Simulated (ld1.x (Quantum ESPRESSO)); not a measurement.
**u(r) = r·R(r): atom against pseudo-atom (sulfur)**

Columns: radius, all-electron u(r) and pseudo u(r) of the 3p shell (level -7.01 eV) of sulfur in the configuration [Ne] 3s2 3p4; PBE, scalar-relativistic, TM semilocal scheme, ld1.x (Quantum ESPRESSO) 7.5.

| r (bohr) | all-electron | pseudo |
| --- | --- | --- |
| 0.065 | 0.0892 | -0.0040 |
| 0.130 | 0.2178 | -0.0157 |
| 0.195 | 0.3023 | -0.0346 |
| 0.260 | 0.3301 | -0.0600 |
| 0.325 | 0.3096 | -0.0907 |
| 0.390 | 0.2542 | -0.1255 |
| 0.455 | 0.1766 | -0.1633 |
| 0.520 | 0.0866 | -0.2030 |
| 0.585 | -0.0083 | -0.2438 |
| 0.650 | -0.1030 | -0.2854 |
| 0.715 | -0.1939 | -0.3275 |
| 0.780 | -0.2788 | -0.3704 |
| 0.845 | -0.3564 | -0.4142 |
| 0.910 | -0.4261 | -0.4589 |
| 0.975 | -0.4878 | -0.5039 |
| 1.040 | -0.5418 | -0.5480 |
| 1.105 | -0.5880 | -0.5897 |
| 1.170 | -0.6267 | -0.6270 |
| 1.235 | -0.6584 | -0.6584 |
| 1.300 | -0.6836 | -0.6836 |
| 1.365 | -0.7027 | -0.7027 |
| 1.430 | -0.7164 | -0.7164 |
| 1.495 | -0.7253 | -0.7253 |
| 1.560 | -0.7298 | -0.7298 |
| 1.625 | -0.7305 | -0.7305 |
| 1.690 | -0.7279 | -0.7279 |

(1) How many radial nodes do the two functions have?

(2) At about which radius was the pseudo-wave matched?

(3) Where does each function peak?

(4) Is the pseudo-wave norm-conserving?

Results:

(1) The all-electron 3p function has n − l − 1 = 1; the pseudo-wave has 0, since the states of the same l below it are removed with the core.

(2) 1.30 bohr. The columns agree to 0.0005 from 1.17 bohr on; several derivatives are matched, so the curves merge somewhat inside the radius.

(3) Outermost all-electron maximum near 1.62 bohr, pseudo maximum near 1.62 bohr (to the table’s step).

(4) Yes: the TM semilocal scheme keeps the norm inside the radius equal to the all-electron one, which fixes the energy derivative of the logarithmic derivative at the level.
